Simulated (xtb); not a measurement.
xtb input file for LaF3, SMILES [F][La]([F])[F], GFN2-xTB. 

```
$ xtb mol.xyz --gfn 2 --sp --chrg 0 --uhf 0 --json
$ cat mol.xyz
4

La     0.00000000    -0.00000000     0.00440547
F      1.70844864    -0.98637328    -0.00930043
F     -1.70844863    -0.98637328    -0.00930043
F     -0.00000000     1.97274656    -0.00930043
```

Log of the run:

```
[banner left out]
          |                Calculation Setup                |
           -------------------------------------------------



           -------------------------------------------------
          |                 G F N 2 - x T B                 |
           -------------------------------------------------

        Reference                      10.1021/acs.jctc.8b01176
      * Hamiltonian:
        H0-scaling (s, p, d)           1.850000    2.230000    2.230000
        zeta-weighting                 0.500000
      * Dispersion:
        s8                             2.700000
        a1                             0.520000
        a2                             5.000000
        s9                             5.000000
      * Repulsion:
        kExp                           1.500000    1.000000
        rExp                           1.000000
      * Coulomb:
        alpha                          2.000000
        third order                    shell-resolved
        anisotropic                    true
        a3                             3.000000
        a5                             4.000000
        cn-shift                       1.200000
        cn-exp                         4.000000
        max-rad                        5.000000


          ...................................................
          :                      SETUP                      :
          :.................................................:
          :  # basis functions                  22          :
          :  # atomic orbitals                  21          :
          :  # shells                            9          :
          :  # electrons                        24          :
          :  max. iterations                   250          :
          :  Hamiltonian                  GFN2-xTB          :
          :  restarted?                      false          :
          :  GBSA solvation                  false          :
          :  PC potential                    false          :
          :  electronic temp.          300.0000000     K    :
          :  accuracy                    1.0000000          :
          :  -> integral cutoff          0.2500000E+02      :
          :  -> integral neglect         0.1000000E-07      :
          :  -> SCF convergence          0.1000000E-05 Eh   :
          :  -> wf. convergence          0.1000000E-03 e    :
          :  Broyden damping             0.4000000          :
          :  net charge                          0          :
          :  unpaired electrons                  0          :
          ...................................................

 iter      E             dE          RMSdq      gap      omega  full diag
   1     -3.0994444 -0.309944E+01  0.534E+01    0.16       0.0  T
   2    -14.4960019 -0.113966E+02  0.266E+01   19.80       1.0  T
   3    -14.9232774 -0.427275E+00  0.224E+01   10.97       1.0  T
   4    -14.8740081  0.492692E-01  0.228E+01   11.73       1.0  T
   5    -15.4264030 -0.552395E+00  0.859E+00    5.29       1.0  T
   6    -11.7967984  0.362960E+01  0.349E+01    0.12       1.0  T
   7    -12.2741487 -0.477350E+00  0.325E+01    0.11       1.0  T
   8    -12.3487040 -0.745553E-01  0.324E+01    0.11       1.0  T
   9    -13.2502079 -0.901504E+00  0.257E+01    0.04       1.0  T
  10    -14.3267477 -0.107654E+01  0.182E+01    0.08       1.0  T
  11    -14.5410389 -0.214291E+00  0.174E+01    0.12       1.0  T
  12    -15.0067652 -0.465726E+00  0.147E+01    0.39       1.0  T
  13    -15.3179198 -0.311155E+00  0.118E+01    0.80       1.0  T
  14    -15.4913092 -0.173389E+00  0.984E+00    1.30       1.0  T
  15    -15.5938202 -0.102511E+00  0.889E+00    2.66       1.0  T
  16    -15.5629854  0.308349E-01  0.617E+00    3.44       1.0  T
  17    -15.5779035 -0.149181E-01  0.590E+00    3.18       1.0  T
  18    -15.5828511 -0.494765E-02  0.581E+00    3.07       1.0  T
  19    -15.5823790  0.472166E-03  0.581E+00    3.08       1.0  T
  20    -15.5823621  0.168483E-04  0.581E+00    3.08       1.0  T
  21    -15.5791631  0.319899E-02  0.560E+00    3.15       1.0  T
  22    -15.5852601 -0.609700E-02  0.504E+00    3.02       1.0  T
  23    -15.5874676 -0.220753E-02  0.481E+00    2.97       1.0  T
  24    -15.5875598 -0.921721E-04  0.480E+00    2.97       1.0  T
  25    -15.5884813 -0.921537E-03  0.467E+00    2.95       1.0  T
  26    -15.5914158 -0.293445E-02  0.411E+00    2.88       1.0  T
  27    -15.5942485 -0.283268E-02  0.335E+00    2.79       1.0  T
  28    -15.5957262 -0.147773E-02  0.272E+00    2.72       1.0  T
  29    -15.5962744 -0.548174E-03  0.230E+00    2.68       1.0  T
  30    -15.5964565 -0.182138E-03  0.200E+00    2.65       1.0  T
  31    -15.5965133 -0.567456E-04  0.170E+00    2.64       1.0  T
  32    -15.5965226 -0.932511E-05  0.134E+00    2.64       1.0  T
  33    -15.5965085  0.141227E-04  0.996E-01    2.65       1.0  T
  34    -15.5964632  0.452923E-04  0.666E-01    2.66       1.0  T
  35    -15.5964932 -0.300346E-04  0.342E-01    2.66       1.0  T
  36    -15.5965339 -0.406902E-04  0.129E-01    2.64       1.0  T
  37    -15.5965409 -0.703963E-05  0.418E-02    2.64       1.2  T
  38    -15.5965415 -0.563089E-06  0.104E-02    2.64       4.8  T
  39    -15.5965415  0.430831E-07  0.764E-03    2.64       6.5  T
  40    -15.5965415 -0.435254E-07  0.304E-03    2.64      16.5  T
  41    -15.5965415 -0.435292E-08  0.311E-04    2.64     160.6  T
  42    -15.5965415 -0.976339E-10  0.977E-05    2.64     511.6  T

   *** convergence criteria satisfied after 42 iterations ***

         #    Occupation            Energy/Eh            Energy/eV
      -------------------------------------------------------------
         1        2.0000           -0.9050805             -24.6285
       ...           ...                  ...                  ...
         6        2.0000           -0.5340574             -14.5324
         7        2.0000           -0.5340574             -14.5324
         8        2.0000           -0.5272928             -14.3484
         9        2.0000           -0.5272928             -14.3484
        10        2.0000           -0.5261568             -14.3175
        11        2.0000           -0.5261567             -14.3175
        12        2.0000           -0.5244091             -14.2699 (HOMO)
        13                         -0.4275244             -11.6335 (LUMO)
        14                         -0.4125489             -11.2260
        15                         -0.4125489             -11.2260
        16                         -0.3913719             -10.6498
        17                         -0.3913719             -10.6498
       ...                                ...                  ...
        21                          0.2845672               7.7435
      -------------------------------------------------------------
                  HL-Gap            0.0968847 Eh            2.6364 eV
             Fermi-level           -0.4759667 Eh          -12.9517 eV

 SCC (total)                   0 d,  0 h,  0 min,  0.014 sec
 SCC setup                      ...        0 min,  0.000 sec (  0.694%)
 Dispersion                     ...        0 min,  0.000 sec (  0.177%)
 classical contributions        ...        0 min,  0.000 sec (  0.089%)
 integral evaluation            ...        0 min,  0.001 sec (  8.069%)
 iterations                     ...        0 min,  0.011 sec ( 83.814%)
 molecular gradient             ...        0 min,  0.001 sec (  6.485%)
 printout                       ...        0 min,  0.000 sec (  0.565%)

         :::::::::::::::::::::::::::::::::::::::::::::::::::::
         ::                     SUMMARY                     ::
         :::::::::::::::::::::::::::::::::::::::::::::::::::::
         :: total energy             -15.577438584787 Eh    ::
         :: gradient norm              0.000110335517 Eh/a0 ::
         :: HOMO-LUMO gap              2.636366600455 eV    ::
         ::.................................................::
         :: SCC energy               -15.596541191458 Eh    ::
         :: -> isotropic ES            0.079528135196 Eh    ::
         :: -> anisotropic ES          0.007069861193 Eh    ::
         :: -> anisotropic XC         -0.015782101794 Eh    ::
         :: -> dispersion             -0.001867372608 Eh    ::
         :: repulsion energy           0.019102606671 Eh    ::
         :: add. restraining           0.000000000000 Eh    ::
         :: total charge               0.000000000000 e     ::
         :::::::::::::::::::::::::::::::::::::::::::::::::::::

           -------------------------------------------------
          |                Property Printout                |
           -------------------------------------------------

    * Orbital Energies and Occupations

         #    Occupation            Energy/Eh            Energy/eV
      -------------------------------------------------------------
         1        2.0000           -0.9050805             -24.6285
         2        2.0000           -0.8738119             -23.7776
         3        2.0000           -0.8738118             -23.7776
         4        2.0000           -0.5507859             -14.9876
         5        2.0000           -0.5413227             -14.7301
         6        2.0000           -0.5340574             -14.5324
         7        2.0000           -0.5340574             -14.5324
         8        2.0000           -0.5272928             -14.3484
         9        2.0000           -0.5272928             -14.3484
        10        2.0000           -0.5261568             -14.3175
        11        2.0000           -0.5261567             -14.3175
        12        2.0000           -0.5244091             -14.2699 (HOMO)
        13                         -0.4275244             -11.6335 (LUMO)
        14                         -0.4125489             -11.2260
        15                         -0.4125489             -11.2260
        16                         -0.3913719             -10.6498
        17                         -0.3913719             -10.6498
        18                         -0.2251383              -6.1263
        19                         -0.0598277              -1.6280
        20                          0.2845672               7.7435
        21                          0.2845672               7.7435
      -------------------------------------------------------------
                  HL-Gap            0.0968847 Eh            2.6364 eV
             Fermi-level           -0.4759667 Eh          -12.9517 eV

     #   Z          covCN         q      C6AA      α(0)
     1  57 La       1.849     0.864  1526.017   143.197
     2   9 F        0.616    -0.288    12.224     4.125
     3   9 F        0.616    -0.288    12.224     4.125
     4   9 F        0.616    -0.288    12.224     4.125

 Mol. C6AA /au·bohr⁶  :       2250.954959
 Mol. C8AA /au·bohr⁸  :     443452.263396
 Mol. α(0) /au        :        155.570548


Wiberg/Mayer (AO) data.
largest (>0.10) Wiberg bond orders for each atom

 ---------------------------------------------------------------------------
     #   Z sym  total        # sym  WBO       # sym  WBO       # sym  WBO
 ---------------------------------------------------------------------------
     1  57 La   3.232 --     2 F    1.077     4 F    1.077     3 F    1.077
     2   9 F    1.190 --     1 La   1.077
     3   9 F    1.190 --     1 La   1.077
     4   9 F    1.190 --     1 La   1.077
 ---------------------------------------------------------------------------

Topologies differ in total number of bonds
Writing topology from bond orders to xtbtopo.mol

molecular dipole:
                 x           y           z       tot (Debye)
 q only:        0.000       0.000       0.022
   full:        0.000       0.000       0.045       0.113
molecular quadrupole (traceless):
Note: The following floating-point exceptions are signalling: IEEE_DENORMAL
normal termination of xtb
                xx          xy          yy          xz          yz          zz
 q only:       -3.002      -0.000      -3.002      -0.000      -0.000       6.004
  q+dip:       -3.346      -0.000      -3.346      -0.000      -0.000       6.692
   full:       -6.183      -0.000      -6.183      -0.000      -0.000      12.367


           -------------------------------------------------
          | TOTAL ENERGY              -15.577438584787 Eh   |
          | GRADIENT NORM               0.000110335517 Eh/α |
          | HOMO-LUMO GAP               2.636366600455 eV   |
           -------------------------------------------------

------------------------------------------------------------------------
------------------------------------------------------------------------
 total:
 SCF:
```

The calculation finished and met its thresholds.
